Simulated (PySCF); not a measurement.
Species: C₅H₄F₂.
Numbering: `[CH2:1]=[C:2]=[C:3]=[CH:4][CH:5]([F:6])[F:7]` (hydrogens: H8, H9 on C1; H10 on C4; H11 on C5)

A GFN2-xTB structure was refined with PBE0-D3(BJ)/def2-SVP geometry optimisation, gas phase in PySCF. Its GFN2-xTB values:

| coordinate | GFN2-xTB |
| --- | --- |
| C1=C2 | 1.337 Å |
| C1–H8 | 1.097 Å |
| C2=C3 | 1.273 Å |
| C3=C4 | 1.262 Å |
| C4–C5 | 1.527 Å |
| C4–H10 | 1.084 Å |
| C5–F6 | 1.373 Å |
| C5–H11 | 1.098 Å |
| C1–C2–C3 | 179.5° |
| C2–C3–C4 | 178.6° |
| C3–C4–C5 | 122.2° |
| C4–C5–F6 | 110.2° |
| F6–C5–F7 | 105.5° |
| C3–C4–C5–F6 | 115° |

Q: How do these coordinates change at the PBE0-D3(BJ)/def2-SVP level?

A: 
| coordinate | PBE0-D3(BJ)/def2-SVP (Å or °) | change |
| --- | --- | --- |
| C3=C4 | 1.319 | +0.057 |
| C4–C5 | 1.495 | -0.032 |
| C1=C2 | 1.317 | -0.020 |
| C5–F6 | 1.354 | -0.019 |
| C4–H10 | 1.097 | +0.013 |
| C5–H11 | 1.103 | +0.005 |
| C1–H8 | 1.095 | -0.002 |
| C2=C3 | 1.274 | +0.001 |
| F6–C5–F7 | 107.0 | +1.5 |
| C2–C3–C4 | 179.5 | +0.9 |
| C3–C4–C5 | 122.9 | +0.7 |
| C4–C5–F6 | 109.8 | -0.4 |
| C1–C2–C3 | 179.7 | +0.2 |
| C3–C4–C5–F6 | 117 | +2 |

The energy falls by 20.8 kJ/mol over 7 energy and gradient evaluations, the largest force component goes from 0.0931 to 1.5e-04 Eh/bohr, and the atoms move by 0.041 Å rms after alignment. The bond that changes most is C3=C4 (central carbon of cumulated double bonds to outer carbon of cumulated double bonds), which lengthens by 0.057 Å. Bonds longer at the end by more than 0.005 Å: 4 of 10; shorter: 3. Rotational constants go from 8080, 1082, 1024 to 8117, 1075, 1014 MHz.

The run used 118 basis functions and 51 SCF cycles in all. Hardware: one thread of an Arm Neoverse V2, on a shared host. Cost: 29 s wall, 0.47 GiB resident at most.

No frequency check. The numbers are those of one conformer.

Conformer computed: `[CH2:1]=[C:2]=[C:3]=[CH:4][CH:5]([F:6])[F:7]`: C3–C4–C5–F6 117°.
